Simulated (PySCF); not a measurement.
The PySCF input:
```python
from pyscf import gto, scf, dft, tdscf

mol = gto.M(
    atom='''
B    -0.64668672    1.45313392    0.36023353
H    -1.25731287    1.58918958    1.34770566
H    -0.35411262    2.39244251   -0.27109554
C    -0.28895741    0.01035063   -0.15608601
C    -0.18683200   -1.06531089    0.93228006
C     0.93451047   -0.06805516   -1.07749630
H    -1.16697782   -0.24674461   -0.77354341
H    -0.06641992   -2.05424012    0.49170830
H     0.67348133   -0.87296791    1.57010154
H    -1.07791644   -1.07218291    1.55489280
H     0.84814390    0.64074134   -1.89717530
H     1.04270993   -1.06784557   -1.49617945
H     1.83951171    0.16403060   -0.51976874
''',
    basis='6-31g',
    verbose=4,
)

mf = dft.RKS(mol)
mf.xc = 'm062x'
mf.kernel()
td = mf.TDA()
td.nstates = 5
td.kernel()
td.analyze()
```

Q: Predict the nuclear repulsion energy from M062X/6-31G, TDA in PySCF.

A: 117.6194 Eh

Q: What is the computed HOMO-LUMO gap (M062X/6-31G, TDA)?

A: 9.50 eV

Q: Estimate the dipole moment that M062X/6-31G, TDA returns for this input.

A: 0.44 D

Q: Give the lowest excitation energy found at the level M062X/6-31G, TDA.

A: 5.43 eV

Q: Give the number of basis functions at the level M062X/6-31G, TDA.

A: 54

Q: Predict the total energy from M062X/6-31G, TDA.

A: -144.4432 Eh
